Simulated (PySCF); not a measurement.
2-tert-butyloxirane, C6H12O.
Numbering: `[CH3:1][C:2]([CH3:3])([CH3:4])[C@H:5]1[CH2:6][O:7]1`

Structure used (GFN2-xTB), in Å, numbered top down from 1:
```
atom  x, y, z in Å
C1    -0.275   -0.911   -1.201
C2    -0.376    0.050   -0.015
C3    -1.270    1.234   -0.399
C4    -0.957   -0.673    1.203
C5     0.990    0.609    0.369
C6     2.250   -0.124    0.234
O7     1.915    0.923   -0.630
H8     0.197   -1.846   -0.909
H9     0.305   -0.456   -2.001
H10   -1.269   -1.138   -1.579
H11   -0.845    1.759   -1.251
H12   -1.358    1.936    0.429
H13   -2.267    0.888   -0.661
H14   -1.939   -1.074    0.964
H15   -0.311   -1.493    1.506
H16   -1.060    0.012    2.042
H17    0.939    1.346    1.171
H18    2.261   -1.113   -0.207
H19    3.060    0.081    0.926
```

Probes without a nucleus sit at each ring's centroid and 1 Å off its mean plane on both sides; NICS is minus the shielding there, NICSzz its component along the normal. Level: GIAO PBE0/pcSseg-1 (PySCF, non-relativistic, gas phase) on the GFN2-xTB geometry, one conformer.

Ring bond lengths (Å), with Mayer bond orders in brackets: C5–C6 1.464 (1.04), C6–O7 1.399 (0.94), O7–C5 1.397 (0.92).

Problem. What do the NICS probes read (ppm)?

Solution. 
```
    ring                                             type  NICS(0)  NICS(1), two faces  NICS(1)zz, two faces  rms pucker (Å)  centre to ring atoms, mean (Å)
C5–C6–O7  3-membered ring with O; formal bonds all single    -46.8         -7.5 / -5.8         -23.5 / -23.1            0.00                            0.82
```

Problem. What do they say, and how far can they be read as aromaticity?

Solution. 
- C5–C6–O7: mean NICS(1)zz -23.3 ppm, shielded. C5, C6 have four or more neighbours, and the NICS criterion for π rings isn't applied. NICS(0) lies 40 ppm below the mean NICS(1).

Problem. How shielded are the nuclei of the rings and their hydrogens (means over atoms taken as equivalent)?

Solution. 
| atoms | environment | σ isotropic (ppm) | principal values of the symmetric part, first atom (ppm) |
| --- | --- | --- | --- |
| C5 | sp3 carbon bound to oxygen | 128.8 | 74.9, 128.0, 183.6 |
| C6 | sp3 carbon bound to oxygen | 146.2 | 98.8, 160.2, 179.8 |
| O7 | epoxide oxygen | 323.7 | 172.9, 378.1, 420.2 |
| H17 | methine hydrogen | 29.32 | 22.8, 28.0, 37.2 |
| H18 | methylene hydrogen | 29.40 | 23.5, 29.8, 35.0 |
| H19 | methylene hydrogen | 29.30 | 23.7, 25.8, 38.5 |
